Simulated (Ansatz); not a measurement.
Reactions of FH$_{4}$InSi, SMILES `F[SiH2][InH2]`.

Isolated molecules relaxed with PBE0-D4/def2-TZVP in Ansatz; ΔE leaves out vibrations. CCSD(T)/CBS adds triple-zeta CCSD(T) − MP2 to the extrapolated MP2 energy (def2 sets, frozen cores). This one scheme is used for every species. DFT in def2-TZVPP. B3LYP here is the variant with VWN-RPA as its local correlation; programs differ in this. Elements past krypton have def2 core potentials. For In, Se outer-core shells are correlated without core-valence functions, which leaves a few kJ/mol of doubt a bond. Scalar relativity is left out up to krypton. Each species was taken in one conformer, which may not be the lowest.

| reaction | ωB97X-V (kJ/mol) | B3LYP-D4 (kJ/mol) | CCSD(T)/CBS(def2) (kJ/mol) |
| --- | --- | --- | --- |
| `F[SiH2][InH2]` + `COC[SeH]` → `F[SiH2]OC[SeH]` + `[CH3][InH2]` | -148 | -147 | -158 |
| `F[SiH2][InH2]` + H₂O → `O[SiH2]F` + `[InH3]` | -98 | -94 | -92 |
| `F[SiH2][InH2]` + `CC(C)(C)NN` → `CC(C)(C)[NH][InH2]` + `N[SiH2]F` | -227 | -233 | -252 |
| `F[SiH2][InH2]` + `C=N` → `N=C[SiH2]F` + `[InH3]` | 24 | 26 | 28 |
| `F[SiH2][InH2]` + `[SeH]C1BO1` → `[InH2][CH]1BO1` + `F[SiH2][SeH]` | -67 | -64 | -75 |
| `F[SiH2][InH2]` + `B[Se]C=C` → `B[Se][SiH2]F` + `C=[CH][InH2]` | -57 | -51 | -63 |

Largest T1 diagnostic: 0.016, for `[InH2][CH]1BO1`.
